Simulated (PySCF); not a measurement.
C2H7FOSi. Atoms are numbered in the order given.

```xyz
12

C      1.7975    -1.0675    -0.4385
Si     0.4994     0.2308    -0.1142
F      0.6295     0.6937     1.4461
C     -1.2225    -0.4781    -0.3910
O     -2.1708     0.5574    -0.3198
H      1.8005    -1.3660    -1.4988
H      2.8001    -0.6858    -0.1923
H      1.6192    -1.9673     0.1709
H      0.7009     1.4473    -0.9494
H     -1.3884    -1.2706     0.3693
H     -1.2222    -0.9951    -1.3756
H     -3.0504     0.1773    -0.4050
```
Charge 0, spin multiplicity 1.

Coordinates come from a PBE0-D3(BJ)/def2-SVP optimisation. The structure was generated by enumeration; whether it is a known compound was not checked. The values are those of a single conformer.

The numbers are results of PBE/pcSseg-1 run with PySCF, not measurements.

GIAO shieldings, no solvent; atoms listed in one row are averaged. δ = σ(ref) − σ: ¹³C against TMS (σ = 182.0 ppm); ²⁹Si against TMS (σ = 335.4 ppm); ¹⁹F against CFCl3 (σ = 133.6 ppm); ¹⁷O against H2O (σ = 334.3 ppm); ¹H against TMS (σ = 31.49 ppm), references at their B3LYP-D3(BJ)/def2-TZVP geometries, non-relativistic.

```json
[
 {"nucleus": "¹³C", "atoms": "C4", "count": "1", "δ (ppm)": "63.3"},
 {"nucleus": "¹³C", "atoms": "C1", "count": "1", "δ (ppm)": "-1.9"},
 {"nucleus": "²⁹Si", "atoms": "Si2", "count": "1", "δ (ppm)": "27.3"},
 {"nucleus": "¹⁹F", "atoms": "F3", "count": "1", "δ (ppm)": "-231.5"},
 {"nucleus": "¹⁷O", "atoms": "O5", "count": "1", "δ (ppm)": "6.8"},
 {"nucleus": "¹H", "atoms": "H9", "count": "1", "δ (ppm)": "5.76"},
 {"nucleus": "¹H", "atoms": "H10", "count": "1", "δ (ppm)": "4.22"},
 {"nucleus": "¹H", "atoms": "H11", "count": "1", "δ (ppm)": "3.77"},
 {"nucleus": "¹H", "atoms": "H6, H7, H8", "count": "3", "δ (ppm)": "0.43"},
 {"nucleus": "¹H", "atoms": "H12", "count": "1", "δ (ppm)": "0.00"}
]
```
